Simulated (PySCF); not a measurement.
# Correlation energy of Zn (zinc, neutral)

[Ar] 3d10 4s2, closed-shell 1S. Computed with PySCF 2.14 in 6-31G*, with the non-relativistic Hamiltonian (point nucleus). Frozen: [Ar]; 12 electrons correlated.

MP2 pair energies summed by pair of shells (mhartree):

```
 pair   energy  share (%)
3d-3d  -205.21       83.2
3d-4s   -22.59        9.2
4s-4s   -18.86        7.6
```

Total MP2 correlation energy: -246.67 mhartree.

Same-spin part -83.74 and opposite-spin part -162.93 mhartree; SCS-MP2 scales them by 1/3 and 6/5 to -223.43 mhartree.

| level | correlation energy (mhartree) |
| --- | --- |
| CCSD | -233.47 |
| (T) | -6.89 |
| CCSD(T) | -240.36 |

Diagnostics: T1 = 0.0098, D1 = 0.0280, largest double amplitude 0.092.

Cost of the coupled-cluster step: 0.2 s of wall time on 1 thread of AMD EPYC 7R43 64-Core Processor (shared host), for 12 correlated electrons.
